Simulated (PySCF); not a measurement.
Job file and geometry (Å, from PBE0-D3(BJ)/def2-SVP) of an NMR shielding run on `[Cl][Al-]([Cl])([Cl])[Cl+][Al-]([Cl])([Cl])[Cl]`, [Al2Cl7]-, GIAO PBE0/pcSseg-1 NMR shielding, non-relativistic, gas phase in PySCF; density fitting, a coarse starting grid and PySCF grid level 2 are the driver's defaults:

```
$ OMP_NUM_THREADS=1 python probes_run.py task.json out

{"job": {"kind": "nmr", "xc": "PBE0", "basis": "pcSseg-1"}, "charge": -1, "multiplicity": 1}
Cl     0.065163     2.351293    -0.908176
Al    -1.577901     1.048640    -0.613429
Cl    -2.734142     1.460770     1.124034
Cl    -2.759610     0.742733    -2.356762
Cl    -0.739212    -1.048181    -0.192115
Al     1.560337    -1.089448    -0.130367
Cl     2.150871     0.207066     1.441011
Cl     1.889491    -3.151775     0.307354
Cl     2.202687    -0.538452    -2.073847
```

Question: What does the program print?

Answer: 
```
coarse grid: 14616 points
cycle   1  E = -3705.3490794249  dE =  4.916e-01  |g| = 5.640e-01  |ddm| = 3.033e+00
cycle   2  E = -3705.3432123017  dE =  5.867e-03  |g| = 6.370e-01  |ddm| = 1.416e+00
cycle   3  E = -3705.4402710404  dE = -9.706e-02  |g| = 5.810e-02  |ddm| = 7.311e-01
cycle   4  E = -3705.4410263406  dE = -7.553e-04  |g| = 2.274e-02  |ddm| = 8.367e-02
cycle   5  E = -3705.4411578750  dE = -1.315e-04  |g| = 1.259e-03  |ddm| = 2.522e-02
cycle   6  E = -3705.4411582122  dE = -3.372e-07  |g| = 5.369e-04  |ddm| = 2.017e-03
final grid: 106008 points
cycle   7  E = -3705.4841632063  dE = -4.723e-05  |g| = 6.209e-03  |ddm| = 1.430e-02
cycle   8  E = -3705.4841644811  dE = -1.275e-06  |g| = 3.384e-03  |ddm| = 6.300e-03
cycle   9  E = -3705.4841658276  dE = -1.347e-06  |g| = 5.861e-04  |ddm| = 3.326e-03
cycle  10  E = -3705.4841659109  dE = -8.332e-08  |g| = 1.151e-04  |ddm| = 7.289e-04
cycle  11  E = -3705.4841659142  dE = -3.331e-09  |g| = 2.002e-05  |ddm| = 1.388e-04
cycle  12  E = -3705.4841659143  dE = -9.550e-11  |g| = 5.582e-06  |ddm| = 2.384e-05
converged SCF energy = -3705.4841659143

GIAO shielding tensors (ppm)
atom      isotropic    diamagn.    paramagn.     s11        s22        s33       span
  0 Cl     917.627    1150.024    -232.397    860.791    877.533   1014.559    153.768
  1 Al     455.418     792.962    -337.544    405.541    477.370    483.343     77.802
  2 Cl     927.339    1148.745    -221.406    866.834    871.967   1043.215    176.381
  3 Cl     926.907    1148.086    -221.179    866.426    871.218   1043.078    176.652
  4 Cl     834.324    1153.070    -318.746    760.400    806.519    936.055    175.655
  5 Al     455.509     792.743    -337.234    405.473    472.472    488.581     83.107
  6 Cl     923.942    1149.666    -225.725    865.224    872.556   1034.044    168.820
  7 Cl     927.598    1148.085    -220.487    862.792    873.559   1046.443    183.651
  8 Cl     922.331    1148.951    -226.620    863.788    870.988   1032.217    168.430
```

Question: Turn these shieldings into chemical shifts. Referencing at the same level of theory: HCl for 35Cl (σref 943.27); 27Al (σref 489.28) vs AlH4-.

Answer: Averaging equivalent atoms: Cl 4: 109; Cl 0/2/3/6/7/8: 19; Al 1/5: 33.8 ppm. 

Size and cost of the density-fitted run: 216 basis functions, 49 s wall time on 1 thread of an Arm Neoverse V1, shared host; peak memory 1.5 GiB.
